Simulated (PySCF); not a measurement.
Compound: C₄H₉OPSi.
SMILES with atom numbers: `[O:1]=[P@@H:2]1[CH:3]=[C:4]([SiH3:5])[CH2:6][CH2:7]1` (hydrogens: H8 on P2; H9 on C3; H10, H11, H12 on Si5; H13, H14 on C6; H15, H16 on C7)

The same species was optimised twice, with GFN2-xTB and with PBE0-D3(BJ)/def2-SVP (PySCF), and the same property calculations (PySCF, gas phase) were run on both structures.

```
   coordinate  GFN2-xTB  PBE0-D3(BJ)/def2-SVP  change
    O1=P2 (Å)     1.465                 1.493  +0.028
    C3=C4 (Å)     1.333                 1.345  +0.012
    P2–C3 (Å)     1.803                 1.814  +0.011
    C4–C6 (Å)     1.508                 1.517  +0.009
   C4–Si5 (Å)     1.887                 1.881  -0.006
    C6–C7 (Å)     1.529                 1.533  +0.004
    P2–C7 (Å)     1.834                 1.834   0.000
 P2–C7–C6 (°)     104.9                 107.1    +2.2
C3–C4–Si5 (°)     125.0                 123.1    -1.9
Si5–C4–C6 (°)     119.5                 121.0    +1.5
 C3–C4–C6 (°)     115.4                 115.9    +0.5
 P2–C3–C4 (°)     111.9                 112.3    +0.4
 O1–P2–C3 (°)     119.7                 120.1    +0.4
 C4–C6–C7 (°)     108.9                 109.2    +0.3
 C3–P2–C7 (°)      92.4                  92.5    +0.1
```

Rotational constants: A = 4433, B = 996.9, C = 860.0 MHz (GFN2-xTB) against A = 4305, B = 988.7, C = 850.5 MHz (PBE0-D3(BJ)/def2-SVP). Point groups within 0.08 Å: C1 and C1.

On the GFN2-xTB structure: lowest singlet, TDDFT (eV) 5.02 [B3LYP/def2-SVPD]; lowest triplet, Tamm–Dancoff (eV) 4.13 [B3LYP/def2-SVPD]; isotropic polarisability (au) 98.0 [B3LYP/def2-SVPD]; HOMO (eV) -7.43 [B3LYP/def2-SVPD]; LUMO (eV) -1.39 [B3LYP/def2-SVPD]; dipole (D) 4.74 [B3LYP/def2-SVPD]; HOMO (eV) -7.59 [PBE0/pcSseg-1]; LUMO (eV) -1.13 [PBE0/pcSseg-1]; dipole (D) 4.44 [PBE0/pcSseg-1]; GIAO shielding of O1 (ppm) 241.6 [PBE0/pcSseg-1]; GIAO shielding of P2 (ppm) 305.0 [PBE0/pcSseg-1]; GIAO shielding of C3 (ppm) 37.2 [PBE0/pcSseg-1]; GIAO shielding of C4 (ppm) 20.3 [PBE0/pcSseg-1]; GIAO shielding of Si5 (ppm) 423.4 [PBE0/pcSseg-1]; GIAO shielding of C6 (ppm) 151.7 [PBE0/pcSseg-1]; GIAO shielding of C7 (ppm) 154.7 [PBE0/pcSseg-1].

**Question.** What do these properties become on the PBE0-D3(BJ)/def2-SVP structure?

**Answer.** 
```json
{"property": "lowest singlet, TDDFT (eV)", "level": "B3LYP/def2-SVPD", "on GFN2-xTB": "5.02", "on PBE0-D3(BJ)/def2-SVP": "4.96", "change": "-0.06"}
{"property": "lowest triplet, Tamm–Dancoff (eV)", "level": "B3LYP/def2-SVPD", "on GFN2-xTB": "4.13", "on PBE0-D3(BJ)/def2-SVP": "4.06", "change": "-0.07"}
{"property": "isotropic polarisability (au)", "level": "B3LYP/def2-SVPD", "on GFN2-xTB": "98.0", "on PBE0-D3(BJ)/def2-SVP": "100.8", "change": "+2.8"}
{"property": "HOMO (eV)", "level": "B3LYP/def2-SVPD", "on GFN2-xTB": "-7.43", "on PBE0-D3(BJ)/def2-SVP": "-7.47", "change": "-0.04"}
{"property": "LUMO (eV)", "level": "B3LYP/def2-SVPD", "on GFN2-xTB": "-1.39", "on PBE0-D3(BJ)/def2-SVP": "-1.49", "change": "-0.10"}
{"property": "dipole (D)", "level": "B3LYP/def2-SVPD", "on GFN2-xTB": "4.74", "on PBE0-D3(BJ)/def2-SVP": "4.69", "change": "-0.05"}
{"property": "energy, GFN2-xTB geometry as zero (kcal/mol)", "level": "B3LYP/def2-SVPD", "on GFN2-xTB": "0.0", "on PBE0-D3(BJ)/def2-SVP": "-2.9", "change": "-2.9"}
{"property": "HOMO (eV)", "level": "PBE0/pcSseg-1", "on GFN2-xTB": "-7.59", "on PBE0-D3(BJ)/def2-SVP": "-7.62", "change": "-0.03"}
{"property": "LUMO (eV)", "level": "PBE0/pcSseg-1", "on GFN2-xTB": "-1.13", "on PBE0-D3(BJ)/def2-SVP": "-1.24", "change": "-0.11"}
{"property": "dipole (D)", "level": "PBE0/pcSseg-1", "on GFN2-xTB": "4.44", "on PBE0-D3(BJ)/def2-SVP": "4.39", "change": "-0.05"}
{"property": "energy, GFN2-xTB geometry as zero (kcal/mol)", "level": "PBE0/pcSseg-1", "on GFN2-xTB": "0.0", "on PBE0-D3(BJ)/def2-SVP": "-1.9", "change": "-1.9"}
{"property": "GIAO shielding of O1 (ppm)", "level": "PBE0/pcSseg-1", "on GFN2-xTB": "241.6", "on PBE0-D3(BJ)/def2-SVP": "226.1", "change": "-15.5"}
{"property": "GIAO shielding of P2 (ppm)", "level": "PBE0/pcSseg-1", "on GFN2-xTB": "305.0", "on PBE0-D3(BJ)/def2-SVP": "295.8", "change": "-9.2"}
{"property": "GIAO shielding of C3 (ppm)", "level": "PBE0/pcSseg-1", "on GFN2-xTB": "37.2", "on PBE0-D3(BJ)/def2-SVP": "32.9", "change": "-4.3"}
{"property": "GIAO shielding of C4 (ppm)", "level": "PBE0/pcSseg-1", "on GFN2-xTB": "20.3", "on PBE0-D3(BJ)/def2-SVP": "20.6", "change": "+0.3"}
{"property": "GIAO shielding of Si5 (ppm)", "level": "PBE0/pcSseg-1", "on GFN2-xTB": "423.4", "on PBE0-D3(BJ)/def2-SVP": "420.3", "change": "-3.1"}
{"property": "GIAO shielding of C6 (ppm)", "level": "PBE0/pcSseg-1", "on GFN2-xTB": "151.7", "on PBE0-D3(BJ)/def2-SVP": "149.1", "change": "-2.6"}
{"property": "GIAO shielding of C7 (ppm)", "level": "PBE0/pcSseg-1", "on GFN2-xTB": "154.7", "on PBE0-D3(BJ)/def2-SVP": "155.9", "change": "+1.2"}
```

The heavy atoms differ by 0.050 Å rms after alignment. Among bonds between heavy atoms O1=P2 changes most (+0.028 Å). Changes are differences of the printed values. Neither structure is proved a minimum here.
